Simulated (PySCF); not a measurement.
**Two-component Hartree-Fock for Ru⁴⁺ (ruthenium, charge +4)**

Start: [Kr] 4d4; 4d3/2 filled at m_j = -3/2, -1/2, +1/2, +3/2. Calculated with PySCF 2.14 in x2c-TZVPall-2c: generalised Hartree-Fock with the X2C-1e Hamiltonian and a Gaussian nucleus; one run each with spin-orbit coupling (SO) switched off, then screened by Boettger's factors.

| spinor shell | electrons | ε, spin-free (eV) | ε, screened SO (eV) | weight of nominal j (screened SO) | rms radius, screened SO (bohr) |
| --- | --- | --- | --- | --- | --- |
| 1s1/2 | 2 | -22287.9 | -22286.5 | 1.000 | 0.0384 |
| 2s1/2 | 2 | -3330.0 | -3329.6 | 1.000 | 0.158 |
| 2p1/2 | 2 | -2981.3 | -3071.8 | 1.000 | 0.137 |
| 2p3/2 | 4 | -2981.3 | -2939.0 | 1.000 | 0.142 |
| 3s1/2 | 2 | -664.30 | -664.15 | 1.000 | 0.428 |
| 3p1/2 | 2 | -546.65 | -562.62 | 1.000 | 0.425 |
| 3p3/2 | 4 | -546.65 | -539.10 | 1.000 | 0.435 |
| 3d3/2 | 4 | -357.47 | -360.48 | 0.963 | 0.416 |
| 3d5/2 | 6 | -357.47 | -355.28 | 0.975 | 0.420 |
| 4s1/2 | 2 | -144.52 | -144.47 | 1.000 | 1.07 |
| 4p1/2 | 2 | -108.01 | -114.86 | 0.691 | 1.17 |
| 4p3/2 | 4 | -108.01 | -104.61 | 0.845 | 1.18 |
| 4d3/2 | 4 | -60.914 | -60.935 | 0.557 | 1.46 |

```tsv
quantity	spin-free	screened SO
E (hartree)	-4524.25963	-4524.91008
M_J	0	0
⟨J²⟩	4.004	3.619
⟨L²⟩	6.004	5.954
⟨S²⟩	6.001	5.949
```

The determinant has a definite M_J but mixes levels of different J.

Each row is a mean over spinors that exchange with the open shell spreads, by up to 7.235 eV (4s1/2).

Rows whose weight is well below 1 are mixtures of j = l ± 1/2: exchange outweighs spin-orbit coupling there, and the label is only the starting occupation.

Breit and QED terms are absent; they matter most for the inner s and p1/2 levels.

Densities and radii are taken from the X2C orbitals without a picture-change correction, which distorts them close to the nucleus.

Without spin-orbit coupling the j labels of p, d and f shells carry no meaning; the spin-free column gives the mean over the occupied spinors of each nl shell, and its ⟨J²⟩ belongs to a mixture of degenerate components.
